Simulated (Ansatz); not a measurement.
## Ligand exchange: ZnBr2 + C3H6F2 → Zn(CH3)Br + C2H3BrF2

Gas-phase species: ZnBr2 `[Br][Zn][Br]`, singlet; C3H6F2 `CC(F)CF`, singlet; Zn(CH3)Br, singlet; C2H3BrF2 `FCC(F)Br`, singlet. The partners trade Br for CH3: Zn–Br and C–CH3 bonds give way to Zn–CH3 and C–Br.

Shapes, held fixed at every level: PBE0-D4/def2-TZVP. Flexible molecules stand in one conformer, not always the lowest. Programs: Ansatz 0.2.0. Electronic energies: no zero-point or thermal term.

| level | kind | ΔE (kJ/mol) |
| --- | --- | --- |
| HF/def2-TZVPP | Hartree–Fock | +225.2 |
| PBE-D4/def2-TZVPP | GGA | +159.5 |
| r2SCAN-D4/def2-TZVPP | meta-GGA | +173.5 |
| B3LYP-D4/def2-TZVPP | global hybrid | +174.1 |
| PBE0-D4/def2-TZVPP | global hybrid | +177.8 |
| wB97X-V/def2-TZVPP | range-separated hybrid | +181.7 |
| wB97M-V/def2-TZVPP | range-separated hybrid | +178.2 |

wB97M-V/def2-TZVPP gives ΔE = +178.2 kJ/mol; the levels span +159.5 to +225.2. The median of the levels is +177.8. No measured value is set beside it here. Relativity is left out for Br, Zn.
